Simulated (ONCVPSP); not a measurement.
**Potentials for Ce (Z = 58) compared**

Generated with ld1.x 7.5 (TM, RRKJ, ultrasoft, PAW), atompaw 4.2 or ONCVPSP 4.0.1. The cutoff is in Ry: for ld1.x and atompaw files where the sum of valence levels is converged to 10 mRy in a Bessel basis, for ONCV files where the hardest occupied wave has 1 mHa per electron of residual kinetic energy. The error is the largest all-electron minus pseudo excitation energy over each file’s own four to seven test configurations (ionisations up to +4, promotions, holes and added fractions of an electron), all of which were solved. The labels leave out finer settings (local radius, basis sizes, second energies), which also bear on the numbers. Spin-polarised tests are not counted. The rows are a selection from randomly drawn settings: files with unsolved tests, undetermined cutoffs or missed reference levels are left out.

A true bound ghost makes a file unfit for plane-wave use even where its test errors are small: the radial tests pick states by their node count and pass the ghost by.

```tsv
potential	cutoff (Ry)	largest error (meV)	bound ghosts
ONCV, PBE, scalar-relativistic, rc 2.25/2.15/3.65/1.60 (spdf), local f, core correction yes, reference 4f1 5s2 5p6 5d1 6s2, qcut 4.7/6.2/3.6/12.7, projectors 2/1/2/0	115	+35	s, p
ONCV, PBEsol, scalar-relativistic, rc 2.10/1.80/2.55/1.65 (spdf), local smoothed, core correction yes, reference 4f1 5s2 5p6 5d1, qcut 4.7/5.1/3.4/12.3, projectors 2/2/2/3	109	+18	none
ONCV, PBE, non-relativistic, rc 2.50/2.65/3.70/1.70 (spdf), local smoothed, core correction no, reference 4f1 5s2 5p6 5d1 6s2, qcut 6/4/4.2/8.8, projectors 3/2/2/1	75	+776	none
ONCV, PBE, scalar-relativistic, rc 3.50/1.75/2.20/2.90 (spdf), local smoothed, core correction yes, reference 5p6 5d2 6s2, qcut 1.8/5.6/4.9/3.4, projectors 2/2/2/1	29	+2305	s
ONCV, PBE, scalar-relativistic, rc 1.60/2.45/1.45/1.40 (spdf), local smoothed, core correction yes, reference 4d10 4f1 5s2 5p6 5d1, qcut 3.7/4.6/9/14.4, projectors 2/2/3/3	149	+8.4	none
```

Question: Fill in the row for Ce: ONCV, LDA (Perdew-Zunger), scalar-relativistic, rc 2.70/2.30/3.35 (spd), local smoothed, core correction no, reference 5s2 5p6 5d1 6s2, qcut 5.1/6.5/4.2, projectors 2/2/2.

Answer: cutoff 25 Ry, largest error -54 meV, bound ghosts: none.

Question: Fill in the row for Ce: ONCV, PBEsol, scalar-relativistic, rc 2.65/2.75/3.25/1.85 (spdf), local smoothed, core correction yes, reference 4f1 5s2 5p6 5d1 6s1.75, qcut 6/5/5/9.2, projectors 2/2/3/2.

Answer: cutoff 72 Ry, largest error +637 meV, bound ghosts: s.

Question: Fill in the row for Ce: ONCV, LDA (Perdew-Zunger), fully relativistic, rc 2.65/2.20/4.00/0.90 (spdf), local smoothed, core correction yes, reference 4f0.5 5s2 5p6 5d1.5 6s2, qcut 5.5/5.3/3.8/12.4, projectors 2/2/2/1.

Answer: cutoff 830 Ry, largest error -110 meV, bound ghosts: s, p3/2, d5/2, p1/2, d3/2.
